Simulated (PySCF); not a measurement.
**[VF6]3-: multiplets, ligand field and magnetism**

The complex [VF6]3- (charge -3) contains V(III), shell d2. The structure is a PBE0-D3(BJ)/def2-SVP, IEF-PCM water geometry optimised for multiplicity 3; coordination octahedral, point group Oh, metal–donor distances 1.94 Å.

```
7

V     0.0000    0.0000    0.0000
F     0.0000    0.0000    1.9414
F     0.0000    0.0000   -1.9414
F     1.9414    0.0000    0.0000
F    -1.9414    0.0000    0.0000
F     0.0000    1.9414    0.0000
F     0.0000   -1.9414    0.0000
```

Method (PySCF 2.14, density fitting): CASSCF(2,5) with orbitals averaged over all microstates of the shell, strongly contracted NEVPT2 on the averaged canonical orbitals; basis x2c-TZVPall on the metal, x2c-SVPall elsewhere; spin-free X2C; IEF-PCM water; spin-orbit coupling by state interaction with the mean-field operator over all roots.

## Spin-free states

| 2S+1 | deg. | symmetry | free-ion term | CASSCF / cm⁻¹ | NEVPT2 / cm⁻¹ | f(ED) |
| --- | --- | --- | --- | --- | --- | --- |
| 3 | 3 | 3T1g | 3F 0.95 | 0 | 0 | – |
| 1 | 3 | 1T2g | 1D 0.65 | 14076 | 12115 | – |
| 1 | 2 | 1Eg | 1D 0.54 | 14419 | 12365 | – |
| 3 | 3 | 3T2g | 3F 1.00 | 13771 | 15858 | 0 |
| 1 | 1 | 1A1g | 1G 0.79 | 28874 | 26174 | – |
| 3 | 3 | 3T1g | 3P 0.95 | 27220 | 26259 | 0 |
| 1 | 3 | 1T2g | 1G 0.65 | 30039 | 29840 | – |
| 1 | 3 | 1T1g | 1G 1.00 | 33264 | 33037 | – |
| 3 | 1 | 3A2g | 3F 1.00 | 29158 | 33166 | 0 |
| 1 | 2 | 1Eg | 1G 0.54 | 45398 | 47055 | – |
| 1 | 1 | 1A1g | 1S 0.79 | 67000 | 63356 | – |

Energies are counted from the ground state at NEVPT2 level. Weights follow the labels. f(ED) is the electric-dipole oscillator strength from the ground state at the fixed geometry, without vibronic coupling; occupations, where given, run over the ligand-field orbitals from the lowest.

Ligand-field fit:

| cm⁻¹ | CASSCF |
| --- | --- |
| 10Dq | 15546 |
| B | 1002 |
| B, free ion | 1086 |
| C | 3766 |
| C, free ion | 4071 |
| rms of the fit | 98 |

```tsv
orbital	CASSCF / cm⁻¹	metal share	main function
1	0	0.97	degenerate set
2	0	0.97	degenerate set
3	0	0.97	degenerate set
4	15546	0.91	degenerate set
5	15546	0.91	degenerate set
```

ζ = 194 cm⁻¹, against 209 for the free ion.

## Spin-orbit levels

| E / cm⁻¹ | deg. | make-up |
| --- | --- | --- |
| 0.0 | 2 | 1.00 3T1g |
| 4.6 | 3 | 1.00 3T1g |
| 273.1 | 3 | 1.00 3T1g |
| 406.8 | 1 | 1.00 3T1g |
| 12241.0 | 3 | 1.00 1T2g |
| 12506.0 | 2 | 1.00 1Eg |
| 15902.0 | 1 | 1.00 3T2g |
| 15964.8 | 3 | 1.00 3T2g |
| 16050.5 | 3 | 1.00 3T2g |
| 16053.5 | 2 | 1.00 3T2g |

Only the lowest levels are listed: 23 of 45 states.

Magnetism:

Degenerate or low-lying orbital states mix with the ground state, so no spin-only Hamiltonian applies. The lowest spin-orbit level is 2-fold; the next lies at 4.6 cm⁻¹. The two lowest states form a pseudo-doublet split by 0.000 cm⁻¹ with g_z = 0.00. μeff is 2.68 μB at 300 K and 0.99 μB at 10 K; the spin-only value is 2.83 μB.

```csv
T / K,χT / cm³ K mol⁻¹,μeff / μB
2,0.057,0.67
5,0.096,0.88
10,0.122,0.99
20,0.159,1.13
30,0.194,1.25
50,0.264,1.45
75,0.350,1.67
100,0.434,1.86
150,0.590,2.17
200,0.718,2.40
250,0.820,2.56
300,0.900,2.68
```

Powder magnetisation at 2 K: 0.03 μB at 0.5 T, 0.05 μB at 1 T, 0.10 μB at 2 T, 0.15 μB at 3 T, 0.24 μB at 5 T, 0.32 μB at 7 T.

No frequencies were computed for the optimised geometry. The ground state is orbitally degenerate in this regular structure, which would distort (Jahn–Teller), so its moment is that of the undistorted model. NEVPT2 lifts 3T2g from 13771 to 15858 cm⁻¹; on the d shell alone it tends to overshoot states that fill the eg-type orbitals. NEVPT2 on the d shell alone tends to put d–d bands too high for such charged or covalently bound ions.

The job took 7.1 s on one thread of Arm Neoverse V1 (shared host), with 132 basis functions, launched as `OMP_NUM_THREADS=1 python lf_run.py task.json out`.
